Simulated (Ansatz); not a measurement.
This geometry of Cl3HSn (5 atoms, charge 0, multiplicity 1) is a first-order saddle point.

These are results of RHF/def2-SVP (Ansatz 0.2.0), not measurements.

```xyz
5
Properties=species:S:1:pos:R:3
Sn -0.299 0.000 0.421
H 0.982 0.000 1.653
Cl 2.342 0.000 0.490
Cl -0.932 1.837 -0.871
Cl -0.932 -1.837 -0.871
```

(1) Which two structures does it join? (They come from a converged band through this point; their orientation in space is the band's.)

(2) How far does it lie above each of them?

Answers

(1) Bonds broken: Sn1–H2, Sn1–Cl3. Bonds formed: H2–Cl3. Cl3HSn becomes Cl2Sn + ClH.

First end point:

```xyz
5
Properties=species:S:1:pos:R:3
Sn 0.207 0.000 0.332
H -0.040 0.000 1.998
Cl 2.475 0.000 -0.185
Cl -0.741 1.877 -0.661
Cl -0.741 -1.877 -0.661
```

Last end point:

```xyz
5
Properties=species:S:1:pos:R:3
Sn -1.237 0.000 0.189
H 2.043 0.000 2.290
Cl 2.124 0.000 1.018
Cl -0.884 1.810 -1.338
Cl -0.884 -1.810 -1.338
```

(2) 2.69 eV above the first and 2.34 eV above the second. This is the barrier of this one path; another mechanism may lie lower. The orbitals stay closed-shell, which can raise the energy where a bond breaks towards radicals; this wasn't checked here.

Run time: 3.3 min on 1 thread of Arm Neoverse V1, on a shared host, peak memory 0.2 GiB.
